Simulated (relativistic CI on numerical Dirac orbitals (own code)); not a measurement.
**d1 to d9 in one tetrahedral field**

Computed with a parametric ligand-field model without spin-orbit coupling, by exact diagonalisation: B = 750, C = 3370, 10Dq = -6800 cm⁻¹ (Td; |10Dq|/B = 9.1) for every shell. Energies in cm⁻¹; the field energy is (0.6 n_e − 0.4 n_t2) × 10Dq of the ground term; g labels are left out.

```csv
Shell,Ground term,Electrons in e,Field energy,First spin-allowed bands,Lowest term of other spin
d1,2E,1.000,-4080,2T2 6800,
d2,3A2,2.000,-8160,"3T2 6800, 3T1 11325",1E 12284
d3,4T1,1.916,-4872,"4T2 5908, 4A2 12708",2E 8805
d4,?,?,?,?,?
d5,6A1,2.000,0,none,4T1 19801
d6,5E,3.000,-4080,5T2 6800,3T1 12277
d7,4A2,4.000,-8160,"4T2 6800, 4T1 11325",2E 15075
d8,3T1,3.916,-4872,"3T2 5908, 3A2 12708",1T2 11636
d9,2T2,4.000,-2720,2E 6800,
```

(1) Fill in the row of d4.

Results:

(1) Ground term: 5T2; Electrons in e: 2.000; Field energy: -2720; First spin-allowed bands: 5E 6800; Lowest term of other spin: 3T1 11750. Every shell keeps the spin of the free ion. Tetrahedral fields of 3d complexes are almost always too weak to pair spins. High-spin d^(n+5) repeats the spin-allowed bands of d^n, since the half-filled shell is spherical.
